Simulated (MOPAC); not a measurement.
MOPAC input (PM6):

```
PM6 PRECISE GNORM=0.05 LET XYZ CHARGE=1 GEO-OK AUX(PRECISION=9) THREADS=1
CH7BNO2

C     1.98679200 1    0.38471200 1    0.17345800 1
N     0.86705900 1   -0.55342200 1    0.03469700 1
B    -0.47638700 1   -0.28789200 1   -0.03602000 1
O    -1.60604900 1   -1.00095900 1   -0.09668000 1
O    -0.87933600 1    1.17312100 1   -0.05077600 1
H     1.64308100 1    1.33773500 1    0.57678000 1
H     2.71163100 1   -0.00975900 1    0.88269400 1
H     2.48480400 1    0.55368800 1   -0.78175100 1
H     1.15334900 1   -1.52049200 1   -0.02146600 1
H    -1.58472700 1   -1.95878900 1   -0.00086000 1
H    -0.30504400 1    1.87346700 1   -0.39975500 1
H    -1.82824100 1    1.35200400 1   -0.17951200 1
```

Output:

```
 *******************************************************************************
 **                                                                           **
 **                              MOPAC v23.2.5                                **
 **                                                                           **
 *******************************************************************************
 ** MOPAC's Digital Object Identifier: https://doi.org/10.5281/zenodo.6511958 **
 **                                                                           **
 ** Please cite the open-source release paper for use of this MOPAC version:  **
 ** J. E. Moussa and J. J. P. Stewart (2026)                                  **
 ** MOPAC: An open-source semiempirical molecular orbital program             **
 ** J. Open Source Softw., 11(119), 8025, https://doi.org/10.21105/joss.08025 **
 *******************************************************************************

                              PM6 CALCULATION RESULTS

 *******************************************************************************
 *  PM6        - The PM6 Hamiltonian to be used
 *  GEO-OK     - OVERRIDE INTERATOMIC DISTANCE AND OTHER SAFETY CHECKS
 *
 *
 *
 *                 CHARGE ON SYSTEM = +1
 *
 *
 *
 *  LET        - OVERRIDE SOME SAFETY CHECKS
 *  PRECISE    - TIGHTER CRITERIA TO BE USED
 *  XYZ        - CARTESIAN COORDINATE SYSTEM TO BE USED
 *  GNORM      - EXIT WHEN GRADIENT NORM DROPS BELOW 0.050
 *  AUX        - OUTPUT AUXILIARY INFORMATION
 *******************************************************************************
PM6 PRECISE GNORM=0.05 LET XYZ CHARGE=1 GEO-OK AUX(PRECISION=9) THREADS=1
 CH7BNO2

   ATOM   CHEMICAL          X               Y               Z
  NUMBER   SYMBOL      (ANGSTROMS)     (ANGSTROMS)     (ANGSTROMS)

     1       C          1.98679200  *   0.38471200  *   0.17345800  *
     2       N          0.86705900  *  -0.55342200  *   0.03469700  *
     3       B         -0.47638700  *  -0.28789200  *  -0.03602000  *
     4       O         -1.60604900  *  -1.00095900  *  -0.09668000  *
     5       O         -0.87933600  *   1.17312100  *  -0.05077600  *
     6       H          1.64308100  *   1.33773500  *   0.57678000  *
     7       H          2.71163100  *  -0.00975900  *   0.88269400  *
     8       H          2.48480400  *   0.55368800  *  -0.78175100  *
     9       H          1.15334900  *  -1.52049200  *  -0.02146600  *
    10       H         -1.58472700  *  -1.95878900  *  -0.00086000  *
    11       H         -0.30504400  *   1.87346700  *  -0.39975500  *
    12       H         -1.82824100  *   1.35200400  *  -0.17951200  *

          CARTESIAN COORDINATES

    NO.       ATOM           X           Y           Z

     1         C          1.9868      0.3847      0.1735
     2         N          0.8671     -0.5534      0.0347
     3         B         -0.4764     -0.2879     -0.0360
     4         O         -1.6060     -1.0010     -0.0967
     5         O         -0.8793      1.1731     -0.0508
     6         H          1.6431      1.3377      0.5768
     7         H          2.7116     -0.0098      0.8827
     8         H          2.4848      0.5537     -0.7818
     9         H          1.1533     -1.5205     -0.0215
    10         H         -1.5847     -1.9588     -0.0009
    11         H         -0.3050      1.8735     -0.3998
    12         H         -1.8282      1.3520     -0.1795

 General Reference for PM6:
 "Optimization of Parameters for Semiempirical Methods V: Modification of NDDO Approximations
 and Application to 70 Elements", J. J. P. Stewart, J. Mol. Mod., 13, 1173-1213 (2007)
 URL: https://link.springer.com/article/10.1007/s00894-007-0233-4

           Empirical Formula: C H7 N O2 B  =    12 atoms

      MOLECULAR POINT GROUP   :   C1

      RHF CALCULATION, NO. OF DOUBLY OCCUPIED LEVELS = 15

          Geometry optimization using EF

          DIAGONAL MATRIX USED AS START HESSIAN

 CYCLE:     1  GRAD.:    41.438 HEAT:  6.688427
 CYCLE:     2  GRAD.:   181.470 HEAT:  18.04272
 CYCLE:     3  GRAD.:    67.904 HEAT:  7.217526
 CYCLE:     4  GRAD.:   220.629 HEAT:  18.66904
 CYCLE:     5  GRAD.:   222.459 HEAT:  18.14023
 CYCLE:     6  GRAD.:   131.593 HEAT:  10.53977
 CYCLE:     7  GRAD.:   202.102 HEAT:  17.55858
 CYCLE:     8  GRAD.:   160.411 HEAT:  15.70609
 CYCLE:     9  GRAD.:   118.198 HEAT:  9.148555
 CYCLE:    10  GRAD.:   119.233 HEAT:  10.86267
 CYCLE:    11  GRAD.:    98.036 HEAT:  8.167279
 CYCLE:    12  GRAD.:    85.473 HEAT:  7.847986
 CYCLE:    13  GRAD.:    77.842 HEAT:  6.326184
 CYCLE:    14  GRAD.:    56.754 HEAT:  5.685525
 CYCLE:    15  GRAD.:    48.546 HEAT:  4.743756
 CYCLE:    16  GRAD.:    47.950 HEAT:  4.798791
 CYCLE:    17  GRAD.:    41.848 HEAT:  4.260876
 CYCLE:    18  GRAD.:    19.010 HEAT:  3.694694
 CYCLE:    19  GRAD.:    22.543 HEAT:  3.719949
 CYCLE:    20  GRAD.:    19.074 HEAT:  3.587452
 CYCLE:    21  GRAD.:     5.832 HEAT:  3.437342
 CYCLE:    22  GRAD.:     4.747 HEAT:  3.375860
 CYCLE:    23  GRAD.:     7.509 HEAT:  3.257681
 CYCLE:    24  GRAD.:     8.899 HEAT:  3.153989
 CYCLE:    25  GRAD.:     6.472 HEAT:  3.091019
 CYCLE:    26  GRAD.:     3.619 HEAT:  3.027803
 CYCLE:    27  GRAD.:     5.301 HEAT:  2.958845
 CYCLE:    28  GRAD.:     5.994 HEAT:  2.889411
 CYCLE:    29  GRAD.:     5.102 HEAT:  2.833935
 CYCLE:    30  GRAD.:     4.219 HEAT:  2.788818
 CYCLE:    31  GRAD.:     4.778 HEAT:  2.763248
 CYCLE:    32  GRAD.:     1.526 HEAT:  2.741895
 CYCLE:    33  GRAD.:     1.189 HEAT:  2.732085
 CYCLE:    34  GRAD.:     1.107 HEAT:  2.727907
 CYCLE:    35  GRAD.:     0.796 HEAT:  2.723660
 CYCLE:    36  GRAD.:     0.798 HEAT:  2.719968
 CYCLE:    37  GRAD.:     0.665 HEAT:  2.716728
 CYCLE:    38  GRAD.:     0.459 HEAT:  2.714957
 CYCLE:    39  GRAD.:     0.418 HEAT:  2.713759
 CYCLE:    40  GRAD.:     0.455 HEAT:  2.712608
 CYCLE:    41  GRAD.:     0.465 HEAT:  2.711378
 CYCLE:    42  GRAD.:     0.409 HEAT:  2.710570
 CYCLE:    43  GRAD.:     0.203 HEAT:  2.710007
 CYCLE:    44  GRAD.:     0.297 HEAT:  2.709618
 CYCLE:    45  GRAD.:     0.347 HEAT:  2.708932
 CYCLE:    46  GRAD.:     0.375 HEAT:  2.707617
 CYCLE:    47  GRAD.:     0.265 HEAT:  2.706973
 CYCLE:    48  GRAD.:     0.214 HEAT:  2.706381
 CYCLE:    49  GRAD.:     0.233 HEAT:  2.706222
 CYCLE:    50  GRAD.:     0.255 HEAT:  2.706071
 CYCLE:    51  GRAD.:     0.196 HEAT:  2.706016
 CYCLE:    52  GRAD.:     0.282 HEAT:  2.706874
 CYCLE:    53  GRAD.:     0.135 HEAT:  2.706080
 CYCLE:    54  GRAD.:     0.104 HEAT:  2.705938
 CYCLE:    55  GRAD.:     0.239 HEAT:  2.705514
 CYCLE:    56  GRAD.:     0.134 HEAT:  2.705573
 CYCLE:    57  GRAD.:     0.113 HEAT:  2.705538
 CYCLE:    58  GRAD.:     0.256 HEAT:  2.705433
 CYCLE:    59  GRAD.:     0.234 HEAT:  2.704917
 CYCLE:    60  GRAD.:     0.510 HEAT:  2.703476
 CYCLE:    61  GRAD.:     0.280 HEAT:  2.703273
 CYCLE:    62  GRAD.:     0.206 HEAT:  2.703199
 CYCLE:    63  GRAD.:     0.165 HEAT:  2.703163
 CYCLE:    64  GRAD.:     0.124 HEAT:  2.703323
 CYCLE:    65  GRAD.:     0.054 HEAT:  2.703504
 CYCLE:    66  GRAD.:     0.047 HEAT:  2.703591

     GRADIENT =  0.04671 IS LESS THAN CUTOFF =  0.05000

 -------------------------------------------------------------------------------
 PM6 PRECISE GNORM=0.05 LET XYZ CHARGE=1 GEO-OK AUX(PRECISION=9) THREADS=1
 CH7BNO2

     GEOMETRY OPTIMISED USING EIGENVECTOR FOLLOWING (EF).
     SCF FIELD WAS ACHIEVED

                              PM6 CALCULATION
                                                       MOPAC v23.2.5 Linux

          FINAL HEAT OF FORMATION =          2.70359 KCAL/MOL =      11.31183 KJ/MOL

          COSMO AREA              =        114.36 SQUARE ANGSTROMS
          COSMO VOLUME            =         97.70 CUBIC ANGSTROMS

          GRADIENT NORM           =          0.04671          =       0.01348 PER ATOM
          IONIZATION POTENTIAL    =         14.684211 EV
          HOMO LUMO ENERGIES (EV) =        -14.684 -4.985
          NO. OF FILLED LEVELS    =         15
          MOLECULAR WEIGHT        =         75.8818         POINT GROUP:  C1

          MOLECULAR DIMENSIONS (Angstroms)

            Atom       Atom       Distance
            H    10    H     7     5.04837
            H     9    H    12     3.80551
            H     8    H    10     1.71956

          SCF CALCULATIONS        =         67

   ATOM   CHEMICAL          X               Y               Z
  NUMBER   SYMBOL      (ANGSTROMS)     (ANGSTROMS)     (ANGSTROMS)

     1       C          1.97347538  *   0.39964271  *   0.21005159  *
     2       N          0.92780233  *  -0.61710552  *   0.02254129  *
     3       B         -0.41061503  *  -0.31518128  *  -0.04032110  *
     4       O         -1.60769590  *  -0.91632608  *  -0.14656846  *
     5       O         -0.82261080  *   1.20285235  *   0.00266693  *
     6       H          1.58229872  *   1.35335475  *   0.60531138  *
     7       H          2.73238419  *   0.04718427  *   0.94226965  *
     8       H          2.51020737  *   0.60553299  *  -0.73838754  *
     9       H          1.24611283  *  -1.58189208  *  -0.03706778  *
    10       H         -1.85494952  *  -1.82017590  *  -0.03517123  *
    11       H         -0.72150922  *   1.61439712  *  -0.91425313  *
    12       H         -1.83500736  *   1.22903258  *   0.17234348  *

                             CARTESIAN COORDINATES

   1    C        1.973475384     0.399642712     0.210051590
   2    N        0.927802326    -0.617105523     0.022541289
   3    B       -0.410615032    -0.315181280    -0.040321100
   4    O       -1.607695903    -0.916326076    -0.146568456
   5    O       -0.822610795     1.202852347     0.002666925
   6    H        1.582298724     1.353354747     0.605311380
   7    H        2.732384188     0.047184266     0.942269654
   8    H        2.510207371     0.605532986    -0.738387536
   9    H        1.246112834    -1.581892076    -0.037067784
  10    H       -1.854949524    -1.820175903    -0.035171230
  11    H       -0.721509223     1.614397121    -0.914253134
  12    H       -1.835007365     1.229032577     0.172343483

           Empirical Formula: C H7 N O2 B  =    12 atoms

      MOLECULAR POINT GROUP   :   C1

                  EIGENVALUES
 -37.75585 -36.04108 -35.22790 -28.58975 -26.56482 -25.28985 -24.06685 -21.89149
 -21.02529 -19.90449 -19.39527 -18.69989 -18.47010 -17.44126 -14.68421  -4.98452
  -3.47465  -3.13092  -2.28375  -1.52720  -1.09564  -0.11122   0.89182   0.91612
   1.14058   1.84088   1.86087

              NET ATOMIC CHARGES AND DIPOLE CONTRIBUTIONS

  ATOM NO.   TYPE          CHARGE      No. of ELECS.   s-Pop       p-Pop
    1          C          -0.316389        4.3164     1.08876     3.22763
    2          N          -0.367114        5.3671     1.44823     3.91889
    3          B           0.566333        2.4337     0.82337     1.61030
    4          O          -0.567280        6.5673     1.65515     4.91213
    5          O          -0.307094        6.3071     1.73597     4.57112
    6          H           0.168147        0.8319     0.83185
    7          H           0.189482        0.8105     0.81052
    8          H           0.176739        0.8233     0.82326
    9          H           0.292911        0.7071     0.70709
   10          H           0.398465        0.6015     0.60153
   11          H           0.375220        0.6248     0.62478
   12          H           0.390581        0.6094     0.60942
 DIPOLE           X         Y         Z       TOTAL
 POINT-CHG.    -0.617     1.578    -0.803     1.875
 HYBRID        -0.570    -0.319    -0.165     0.673
 SUM           -1.186     1.260    -0.968     1.983

          ATOMIC ORBITAL ELECTRON POPULATIONS

     Atom    s        px        py        pz
    1  C   1.08876   1.00860   1.02885   1.19019
    2  N   1.44823   1.10603   1.16151   1.65134
    3  B   0.82337   0.64071   0.47550   0.49409
    4  O   1.65515   1.57508   1.48702   1.85003
    5  O   1.73597   1.46531   1.58484   1.52097
    6  H   0.83185
    7  H   0.81052
    8  H   0.82326
    9  H   0.70709
   10  H   0.60153
   11  H   0.62478
   12  H   0.60942

 **********************
 *                    *
 * JOB ENDED NORMALLY *
 *                    *
 **********************

 == MOPAC DONE ==
```

The dipole moment of an ion depends on the origin.

The geometry given is a B3LYP-D3(BJ)/def2-TZVP minimum.
